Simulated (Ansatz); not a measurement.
`BCSCF` at its PBE0-D4/def2-TZVP geometry, where that method's forces vanish. Total charge 0; spin multiplicity 1.

```
atom   x (Å)   y (Å)   z (Å)
  B1  -1.003  -1.771   0.835
  C2  -0.530  -0.360   0.397
  S3   0.668  -0.343  -0.945
  C4   1.064   1.389  -1.001
  F5   1.805   1.808   0.087
  H6  -0.443  -2.768   0.486
  H7  -1.931  -1.849   1.586
  H8  -1.377   0.301   0.183
  H9  -0.061   0.047   1.308
 H10   0.154   1.994  -1.029
 H11   1.653   1.552  -1.907
```

Problem. For each bond, give half the difference of the two atoms' forces along it (eV/Å; positive pushes the atoms apart) under PBE-D4, r2SCAN-D4, B3LYP-D4, ωB97M-V in def2-TZVPP. (Estimate.)

Solution. Computed: 
```csv
bond,length (Å),PBE-D4,r2SCAN-D4,B3LYP-D4,ωB97M-V
B1–C2,1.551,-0.14,-0.04,0.04,0.14
B1–H6,1.195,0.09,-0.03,-0.10,-0.12
B1–H7,1.196,0.07,-0.04,-0.12,-0.14
C2–S3,1.799,0.17,0.17,0.28,0.11
C2–H8,1.096,0.15,-0.02,-0.09,-0.11
C2–H9,1.103,0.18,-0.01,-0.10,-0.10
S3–C4,1.778,0.08,0.05,0.16,0.06
C4–F5,1.382,0.56,0.37,0.41,0.26
C4–H10,1.093,0.07,-0.07,-0.16,-0.14
C4–H11,1.092,0.06,-0.10,-0.17,-0.13
```

B3LYP here is the variant with VWN-RPA as its local correlation; programs differ in this.
